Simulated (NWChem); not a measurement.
System: SiH4O3; SMILES O[SiH](O)O

The following NWChem deck was run.

```
start job
memory heap 200 mb stack 900 mb global 1100 mb
geometry units angstroms noautoz
  Si    -0.035295    -0.019325     0.511875
  O     -1.575170     0.283238    -0.055407
  O      0.345512    -1.610404     0.197788
  O      0.921933     1.104955    -0.283947
  H      0.116121     0.098530     1.992469
  H     -1.682378     1.180995    -0.415572
  H      0.093653    -1.909398    -0.694420
  H      1.834693     1.180372     0.043415
end
basis spherical
  * library 6-31g*
end
dft
  xc hfexch
  iterations 150
end
tddft
  cis
  nroots 6
  notriplet
end
task tddft energy
```

NWChem printed, in part:

```
             Northwest Computational Chemistry Package (NWChem) 7.3.0
             --------------------------------------------------------

 C1  symmetry detected

                             Geometry "geometry" -> ""
                             -------------------------

 Output coordinates in angstroms (scale by  1.889725989 to convert to a.u.)

  No.       Tag          Charge          X              Y              Z
 ---- ---------------- ---------- -------------- -------------- --------------
    1 Si                  14.0000     0.02454267    -0.03636775     0.34478369
    2 O                    8.0000    -1.51591178     0.33255051    -0.18006645
    3 O                    8.0000     0.42547362    -1.55672882    -0.20562849
    4 O                    8.0000     0.97253074     1.20639220    -0.26389517
    5 H                    1.0000     0.16718106    -0.14408010     1.82702103
    6 H                    1.0000    -1.63180158     1.27352660    -0.39986991
    7 H                    1.0000     0.18158021    -1.71884730    -1.13465976
    8 H                    1.0000     1.88270242     1.24083820     0.07725788

 Effective nuclear repulsion energy (a.u.)     185.7369278536

  xc_inp: hfexch multiplicative factor not found.

                                 NWChem DFT Module
                                 -----------------

 Summary of "ao basis" -> "ao basis" (spherical)
 ------------------------------------------------------------------------------
       Tag                 Description            Shells   Functions and Types
 ---------------- ------------------------------  ------  ---------------------
 Si                          6-31g*                  8       18   4s3p1d
 O                           6-31g*                  6       14   3s2p1d
 H                           6-31g*                  2        2   2s

[...]

                                NWChem TDDFT Module
                                -------------------

            General Information
            -------------------
           No. of orbitals :     136
            Alpha orbitals :      68
             Beta orbitals :      68
        Alpha frozen cores :       0
         Beta frozen cores :       0
     Alpha frozen virtuals :       0
      Beta frozen virtuals :       0
         Spin multiplicity :       1
    Number of AO functions :      68
        Use of symmetry is : off
      Symmetry adaption is : off
         Schwarz screening :  0.10D-07

              XC Information
              --------------
              Hartree-Fock (Exact) Exchange   1.00

             TDDFT Information
             -----------------
          Calculation type : CIS
         Wavefunction type : Restricted singlets
          No. of electrons :      42
           Alpha electrons :      21
            Beta electrons :      21
              No. of roots :       6
          Max subspacesize :    5200
            Max iterations :     100
               Target root :       1
           Target symmetry : none
      Symmetry restriction : off
                 Algorithm : Optimal
        Davidson threshold :  0.10D-03

    6 smallest eigenvalue differences (eV)
--------------------------------------------------------
  No. Spin  Occ  Vir  Irrep   E(Occ)    E(Vir)   E(Diff)
--------------------------------------------------------
    1    1   21   22 a        -0.478     0.179    17.887
    2    1   21   23 a        -0.478     0.192    18.231
    3    1   21   24 a        -0.478     0.198    18.403
    4    1   20   22 a        -0.499     0.179    18.453
    5    1   20   23 a        -0.499     0.192    18.797
    6    1   20   24 a        -0.499     0.198    18.969
--------------------------------------------------------

  Entering Davidson iterations
  Restricted singlet excited states

  Iter   NTrls   NConv    DeltaV     DeltaE      Time
  ----  ------  ------  ---------  ---------  ---------
    1      6       0     0.11E+00   0.10+100        1.8
    2     12       0     0.12E+00   0.44E-01        2.5
    3     18       0     0.49E-01   0.19E-01        2.2
    4     24       0     0.75E-01   0.11E-01        1.8
    5     30       0     0.35E-01   0.95E-02        1.9
    6     36       0     0.71E-01   0.72E-02        2.6
    7     42       0     0.34E-01   0.54E-02        2.5
    8     48       0     0.19E-01   0.12E-02        2.5
    9     54       1     0.81E-02   0.18E-03        2.6
   10     59       4     0.26E-02   0.26E-04        2.6
   11     61       4     0.98E-03   0.32E-05        2.5
   12     63       4     0.40E-03   0.42E-06        2.5
   13     65       5     0.13E-03   0.74E-07        2.4
   14     66       6     0.78E-04   0.73E-08        1.8
  ----  ------  ------  ---------  ---------  ---------
  Convergence criterion met

  Ground state a        -515.959641905191 a.u.

  ----------------------------------------------------------------------------
  Root   1 singlet a              0.370707810 a.u.               10.0875 eV
  ----------------------------------------------------------------------------
     Transition Moments    X -0.02735   Y  0.18525   Z  0.09600
     Dipole Oscillator Strength                    0.0109433867
     Electric Quadrupole                           0.0000000937
     Magnetic Dipole                               0.0000054549
     Total Oscillator Strength                     0.0109489353

[...]
```

Level: Hartree-Fock/6-31G* (spherical d), CIS. Geometry: optimised at PBE-D3(BJ)/def2-SVP.
